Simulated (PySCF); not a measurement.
Compound: C8H11 (charge +1).
Numbering: `[CH2:1]=[C:2]([CH3:3])[C@H:4]1[CH:5]=[CH:6][CH+:7][CH2:8]1`

Cartesian coordinates in Å at the GFN2-xTB level; atoms count from 1:
```xyz
19
C8H11 angstrom
C      1.048   -0.906    1.033
C      1.053   -0.043    0.022
C      2.248    0.289   -0.800
C     -0.223    0.750   -0.395
C     -0.750   -0.437   -1.051
C     -1.810   -0.970   -0.309
C     -2.095   -0.131    0.735
C     -1.218    1.052    0.716
H      1.966   -1.341    1.390
H      0.156   -1.182    1.573
H      3.081   -0.360   -0.545
H      2.544    1.323   -0.626
H      2.043    0.182   -1.864
H      0.079    1.598   -1.002
H     -0.361   -0.858   -1.964
H     -2.318   -1.890   -0.537
H     -2.867   -0.281    1.470
H     -0.770    1.277    1.685
H     -1.815    1.937    0.462
```

Definitions: NICS(0) = −σiso at the ring centroid; NICS(1) = −σiso and NICS(1)zz = −σzz at ±1 Å along the ring normal z. Level: GIAO PBE0/pcSseg-1 (PySCF, non-relativistic, gas phase) on the GFN2-xTB geometry, one conformer.

Ring bond lengths (Å), with Mayer bond orders in brackets: C4–C5 1.455 (1.05), C5–C6 1.400 (1.28), C6–C7 1.369 (1.53), C7–C8 1.473 (1.07), C8–C4 1.522 (1.02).

Q: Give the NICS values of each ring in ppm.

A: 
```tsv
ring	type	NICS(0)	NICS(1), two faces	NICS(1)zz, two faces	rms pucker (Å)	centre to ring atoms, mean (Å)
C4–C5–C6–C7–C8	5-membered carbocycle; formal bonds 1 double, 4 single	0.6	-4.2 / -5.4	-8.1 / -9.7	0.04	1.23
```

Q: What do they say, and how far can they be read as aromaticity?

A: 
- C4–C5–C6–C7–C8: mean NICS(1)zz -8.9 ppm, shielded. C4, C8 have four or more neighbours, and the NICS criterion for π rings isn't applied. NICS(0) lies 5 ppm above the mean NICS(1).

Q: How shielded are the nuclei of the rings and their hydrogens (means over atoms taken as equivalent)?

A: 
```
atoms                 environment  σ isotropic (ppm)  principal values of the symmetric part, first atom (ppm)
   C4              allylic carbon              112.7                                        91.9, 100.9, 145.2
   C5  carbon bonded to 2 C and H              -17.6                                      -118.7, -72.9, 138.7
   C6  carbon bonded to 2 C and H               41.0                                        -43.6, 14.9, 151.7
   C7  carbon bonded to 2 C and H              -36.1                                      -166.4, -86.2, 144.4
   C8             ring CH2 carbon              130.5                                       115.9, 127.1, 148.5
  H14            methine hydrogen              26.51                                          22.0, 27.3, 30.3
  H15          hydrogen on carbon              22.87                                          18.7, 22.7, 27.2
  H16          hydrogen on carbon              24.04                                          22.3, 24.4, 25.4
  H17          hydrogen on carbon              21.43                                          16.8, 22.7, 24.8
  H18          methylene hydrogen              28.01                                          23.9, 27.0, 33.2
  H19          methylene hydrogen              27.92                                          22.7, 25.9, 35.2
```
